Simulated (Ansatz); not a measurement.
Relaxation of (ClBe-mu-H)2 (Be₂H₂Cl₂) with RKS PBE-D4/def2-TZVP.

```sh
$ ansatz run in.yaml --threads 4 --pin off --events-out ev --progress --plain --max-ram 3916MiB
```

```yaml
crystal:
  periodic: [false, false, false]
  atoms:
    - {symbol: Be, position_ang: [0.138770, 0.390780, -0.920240]}
    - {symbol: Cl, position_ang: [0.400440, 1.074490, -2.549450]}
    - {symbol: H, position_ang: [-0.949960, 0.511360, 0.063320]}
    - {symbol: Be, position_ang: [-0.138120, -0.390560, 0.919940]}
    - {symbol: Cl, position_ang: [-0.402170, -1.076590, 2.549300]}
    - {symbol: H, position_ang: [0.951040, -0.509480, -0.062880]}
basis:
  gaussian: {orbitals: def2-TZVP}
hamiltonian: {xc: pbe, dispersion: d4}
scf: {lower_state_search: "off"}
output: {orbitals: {seedname: orbitals}}
relax: {f_tol: 0.02, max_steps: 100}
```

Hardware: 4 threads of Arm Neoverse V1 on a shared host. Wall time 2.4 s.

Positions (Å) and forces (eV/Å) at steps 1, 2, 3, 4 of 4:

```xyz
6
step=1 energy=-25873.2706 eV
Be    0.139    0.391   -0.920   -0.106   -0.412    0.933
Cl    0.400    1.074   -2.549    0.109    0.286   -0.682
H    -0.950    0.511    0.063   -0.191    0.080    0.053
Be   -0.138   -0.391    0.920    0.099    0.407   -0.906
Cl   -0.402   -1.077    2.549   -0.105   -0.276    0.656
H     0.951   -0.509   -0.063    0.193   -0.085   -0.053
6
step=2 energy=-25873.2986 eV
Be    0.137    0.383   -0.902   -0.028   -0.162    0.348
Cl    0.401    1.073   -2.546    0.058    0.161   -0.380
H    -0.975    0.523    0.067    0.040   -0.031    0.017
Be   -0.137   -0.383    0.902    0.024    0.156   -0.334
Cl   -0.402   -1.075    2.546   -0.056   -0.155    0.366
H     0.976   -0.522   -0.067   -0.038    0.031   -0.016
6
step=3 energy=-25873.3075 eV
Be    0.140    0.382   -0.903    0.017    0.023   -0.060
Cl    0.404    1.084   -2.570   -0.009   -0.019    0.048
H    -0.969    0.519    0.068   -0.027    0.012    0.004
Be   -0.141   -0.382    0.903   -0.015   -0.020    0.060
Cl   -0.404   -1.084    2.570    0.009    0.019   -0.047
H     0.969   -0.519   -0.067    0.026   -0.014   -0.004
6
step=4 energy=-25873.3077 eV
Be    0.142    0.381   -0.904   -0.001    0.000   -0.005
Cl    0.403    1.084   -2.567    0.000    0.001   -0.002
H    -0.971    0.520    0.067   -0.003    0.003    0.001
Be   -0.142   -0.381    0.904   -0.002   -0.003    0.003
Cl   -0.403   -1.083    2.567    0.000   -0.001    0.002
H     0.971   -0.521   -0.067    0.005   -0.001    0.001
```
